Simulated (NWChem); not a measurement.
All runs are NWChem calculations. System: O₂Si, charge 0, spin multiplicity 1, displaced from the optimised geometry. Level: RHF/cc-pVDZ, spin-restricted.

Input file:

```
start mol
memory heap 200 mb stack 900 mb global 1100 mb
geometry units angstroms nocenter noautoz noautosym
  O      0.000000     0.000000    -3.795921
  Si     0.000000     0.000000     0.000000
  O      0.000000     0.000000     1.518369
end
basis spherical
  * library cc-pvdz
end
scf
  rhf
  nopen 0
  maxiter 100
  thresh 1e-7
  semidirect memsize 60000000 filesize 0
end
task scf energy
```

NWChem printed:

```
             Northwest Computational Chemistry Package (NWChem) 7.3.0
             --------------------------------------------------------

                                NWChem Input Module
                                -------------------

 Scaling coordinates for geometry "geometry" by  1.889725989
 (inverse scale =  0.529177249)

                             Geometry "geometry" -> ""
                             -------------------------

 Output coordinates in angstroms (scale by  1.889725989 to convert to a.u.)

  No.       Tag          Charge          X              Y              Z
 ---- ---------------- ---------- -------------- -------------- --------------
    1 O                    8.0000     0.00000000     0.00000000    -3.79592100
    2 Si                  14.0000     0.00000000     0.00000000     0.00000000
    3 O                    8.0000     0.00000000     0.00000000     1.51836900

 Effective nuclear repulsion energy (a.u.)      61.0203374306

            Nuclear Dipole moment (a.u.)
            ----------------------------
        X                 Y               Z
 ---------------- ---------------- ----------------
     0.0000000000     0.0000000000   -34.4315936379


 Summary of "ao basis" -> "" (spherical)
 ------------------------------------------------------------------------------
       Tag                 Description            Shells   Functions and Types
 ---------------- ------------------------------  ------  ---------------------
 *                          cc-pvdz                   on all atoms

 Summary of "ao basis" -> "ao basis" (spherical)
 ------------------------------------------------------------------------------
       Tag                 Description            Shells   Functions and Types
 ---------------- ------------------------------  ------  ---------------------
 O                          cc-pvdz                  6       14   3s2p1d
 Si                         cc-pvdz                  8       18   4s3p1d

                                 NWChem SCF Module
                                 -----------------

  ao basis        = "ao basis"
  functions       =    46
  atoms           =     3
  closed shells   =    15
  open shells     =     0
  charge          =   0.00
  wavefunction    = RHF
  use symmetry    = F
  symmetry adapt  = F

 Summary of "ao basis" -> "ao basis" (spherical)
 ------------------------------------------------------------------------------
       Tag                 Description            Shells   Functions and Types
 ---------------- ------------------------------  ------  ---------------------
 O                          cc-pvdz                  6       14   3s2p1d
 Si                         cc-pvdz                  8       18   4s3p1d

 Forming initial guess at       0.1s

      Superposition of Atomic Density Guess
      -------------------------------------

 Sum of atomic energies:        -438.36261013

      Non-variational initial energy
      ------------------------------

 Total energy =    -437.895924
 1-e energy   =    -728.329374
 2-e energy   =     229.413113
 HOMO         =      -0.364731
 LUMO         =      -0.340201

 Starting SCF solution at       1.5s

 ----------------------------------------------
         Quadratically convergent ROHF

 Convergence threshold     :          1.000E-07
 Maximum no. of iterations :          100
 Final Fock-matrix accuracy:          1.000E-09
 ----------------------------------------------

              iter       energy          gnorm     gmax       time
             ----- ------------------- --------- --------- --------
                 1     -437.4693550015  2.48D+00  1.42D+00      1.5
                 2     -438.1563741968  1.68D+00  8.90D-01      1.5
                 3     -438.4204231742  6.97D-01  3.18D-01      1.6
                 4     -438.4450302902  3.66D-01  1.79D-01      1.6
                 5     -438.4538724741  1.04D-01  4.35D-02      1.6
                 6     -438.4550962488  4.43D-03  2.40D-03      1.6
                 7     -438.4551004657  1.40D-05  5.36D-06      1.6
                 8     -438.4551004657  5.82D-09  2.02D-09      1.7

       Final RHF  results
       ------------------

         Total SCF energy =   -438.455100465723
      One-electron energy =   -729.343215568614
      Two-electron energy =    229.867777672244
 Nuclear repulsion energy =     61.020337430647

        Time for solution =      0.1s

             Final eigenvalues
             -----------------

              1
    1  -68.8337
    2  -20.7109
    3  -20.5387
    4   -6.1823
    5   -4.2838
    6   -4.2832
    7   -4.2832
    8   -1.2667
    9   -1.2637
   10   -0.6120
   11   -0.5834
   12   -0.5834
   13   -0.4709
   14   -0.4709
   15   -0.4371
   16   -0.0068
   17    0.0509
   18    0.0509
   19    0.1848
   20    0.3837
   21    0.4613
   22    0.4613
   23    0.5238
   24    0.5238
   25    0.5508

                       ROHF Final Molecular Orbital Analysis
                       -------------------------------------

 Vector   13  Occ=2.000000D+00  E=-4.709418D-01
              MO Center=  4.6D-17, -3.8D-16,  1.3D+00, r^2= 1.0D+00
   Bfn.  Coefficient  Atom+Function         Bfn.  Coefficient  Atom+Function
  ----- ------------  ---------------      ----- ------------  ---------------
    37      0.541855  3 O  py                40      0.411316  3 O  py
    23      0.204667  2 Si py                26      0.155801  2 Si py

 Vector   14  Occ=2.000000D+00  E=-4.709418D-01
              MO Center=  1.0D-15, -1.5D-16,  1.3D+00, r^2= 1.0D+00
   Bfn.  Coefficient  Atom+Function         Bfn.  Coefficient  Atom+Function
  ----- ------------  ---------------      ----- ------------  ---------------
    36      0.541855  3 O  px                39      0.411316  3 O  px
    22      0.204667  2 Si px                25      0.155801  2 Si px

 Vector   15  Occ=2.000000D+00  E=-4.370597D-01
              MO Center= -2.9D-15,  7.1D-16, -3.1D-02, r^2= 2.2D+00
   Bfn.  Coefficient  Atom+Function         Bfn.  Coefficient  Atom+Function
  ----- ------------  ---------------      ----- ------------  ---------------
    18      0.517127  2 Si s                 24     -0.358658  2 Si pz
    38      0.353404  3 O  pz                17      0.269256  2 Si s
    41      0.250211  3 O  pz                27     -0.169626  2 Si pz

 Vector   16  Occ=0.000000D+00  E=-6.770089D-03
              MO Center= -1.7D-17, -3.5D-19, -3.7D+00, r^2= 1.1D+00
   Bfn.  Coefficient  Atom+Function         Bfn.  Coefficient  Atom+Function
  ----- ------------  ---------------      ----- ------------  ---------------
     9      0.589557  1 O  pz                 6      0.533516  1 O  pz
    27     -0.164168  2 Si pz

 Vector   17  Occ=0.000000D+00  E= 5.085072D-02
              MO Center=  2.8D-16, -5.9D-16, -2.7D-02, r^2= 3.1D+00
   Bfn.  Coefficient  Atom+Function         Bfn.  Coefficient  Atom+Function
  ----- ------------  ---------------      ----- ------------  ---------------
    26      0.766184  2 Si py                40     -0.317581  3 O  py
    23      0.300760  2 Si py                37     -0.250678  3 O  py

 Vector   18  Occ=0.000000D+00  E= 5.085072D-02
              MO Center=  3.1D-15,  3.0D-16, -2.7D-02, r^2= 3.1D+00
   Bfn.  Coefficient  Atom+Function         Bfn.  Coefficient  Atom+Function
  ----- ------------  ---------------      ----- ------------  ---------------
    25      0.766184  2 Si px                39     -0.317581  3 O  px
    22      0.300760  2 Si px                36     -0.250678  3 O  px

 center of mass
 --------------
 x =   0.00000000 y =   0.00000000 z =  -1.14799085

 moments of inertia (a.u.)
 ------------------
         875.681649581426           0.000000000000           0.000000000000
           0.000000000000         875.681649581426           0.000000000000
           0.000000000000           0.000000000000           0.000000000000

  Mulliken analysis of the total density
  --------------------------------------

    Atom       Charge   Shell Charges
 -----------   ------   -------------------------------------------------------
    1 O    8     8.00   2.00  0.94  1.06  2.47  1.53  0.00
    2 Si  14    13.44   2.00  2.01  0.92  0.86  6.00  0.95  0.49  0.22
    3 O    8     8.56   2.00  0.85  0.97  2.73  1.99  0.01

       Multipole analysis of the density wrt the origin
       ------------------------------------------------

     L   x y z        total         open         nuclear
     -   - - -        -----         ----         -------
     0   0 0 0     -0.000000      0.000000     30.000000

     1   1 0 0      0.000000      0.000000      0.000000
     1   0 1 0      0.000000      0.000000      0.000000
     1   0 0 1     -1.315151      0.000000    -34.431594

     2   2 0 0    -16.089849      0.000000      0.000000
     2   1 1 0     -0.000000      0.000000      0.000000
     2   1 0 1     -0.000000      0.000000      0.000000
     2   0 2 0    -16.089849      0.000000      0.000000
     2   0 1 1      0.000000      0.000000      0.000000
     2   0 0 2    -21.115436      0.000000    477.507312

 Task  times  cpu:        1.6s     wall:        1.6s

 Total times  cpu:        1.7s     wall:        1.7s
```
